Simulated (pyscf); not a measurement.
Single points on ωB97X-D3(BJ)/def2-SVP structures (PySCF, gas phase). Correlated levels are frozen-core, on RHF or UHF. ΔMP2 is the change of the MP2 total energy from the triple- to the quadruple-zeta basis.

Q: How much does it cost (ΔH, 298 K, CCSD(T)/def2-TZVPP + ΔMP2(QZVPP)) to split HAs=In–AsH₂ at its As–In bond into [HAs=In]• + AsH₂•?

A: As–In to [HAs=In]• + AsH₂•: 41.4 kcal/mol. The radicals are drawn with the spin at the cut bond; how far it spreads was not checked. The CCSD(T) − MP2 part came from Ansatz, without density fitting, on the same reference. The frozen core leaves the outer d or s,p core shells of the metals and heavy elements correlated in the MP2 and CC values, and def2-TZVPP describes them poorly, which can shift differences by a few kcal/mol. Elements up to Kr have no core potential and no relativistic terms here. Elements past Kr carry the def2 core potentials, without spin-orbit coupling.
